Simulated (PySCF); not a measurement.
Computed IR spectrum (relative IR intensity) of a molecule CH₆Cl₂OSi₂. Geometry: PBE0-D3(BJ)/def2-SVP. One conformer was computed; it need not be the lowest. All values below come from PBE0-D3(BJ)/def2-SVP run with PySCF 2.14.0. Frequencies are harmonic and unscaled.

ν (cm⁻¹): 45 (vw), 180 (vw), 194 (vw), 236 (vw), 337 (s), 400 (w), 508 (m), 531 (m), 568 (s), 709 (m), 745 (m), 788 (vs), 796 (m), 825 (s), 886 (vs), 918 (vs), 945 (s), 1261 (w), 1417 (w), 2219 (s), 2259 (s), 3892 (s) (against the strongest line: vs over 80 %, s over 45 %, m over 15 %, w over 4 %, vw less)

Pick the molecule that these values belong to.
A. C[SiH2][Si](O)(Cl)Cl
B. O[C@H]([SiH3])[SiH](Cl)Cl
C. C[SiH2]O[SiH](Cl)Cl
D. C[Si](Cl)(Cl)[SiH2]O

D, C[Si](Cl)(Cl)[SiH2]O
